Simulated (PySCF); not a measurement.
B(H)(F)(OEt) (C2H6BFO), SMILES CCOBF. The structure is a stationary point at PBE-D3(BJ)/def2-SVP. The structure was generated by enumeration, and PubChem lists no compound with its InChIKey, so it may never have been made. One conformer was computed; it need not be the lowest.

Computed equilibrium geometry at PBE-D3(BJ)/def2-SVP (PySCF confirms it by a frequency run) as Cartesian coordinates in Å (one conformer of several):
```xyz
11

B     -1.0477     0.9765    -0.1430
H     -2.1820     1.3156    -0.4070
F     -0.0323     1.8365    -0.3368
O     -0.8263    -0.2619     0.3466
C      0.4898    -0.7413     0.6655
C      1.0440    -1.5884    -0.4687
H      1.1651     0.1122     0.8871
H      0.3857    -1.3448     1.5909
H      1.1951    -0.9788    -1.3824
H      2.0218    -2.0249    -0.1816
H      0.3514    -2.4179    -0.7144
```
Charge 0, spin multiplicity 1.
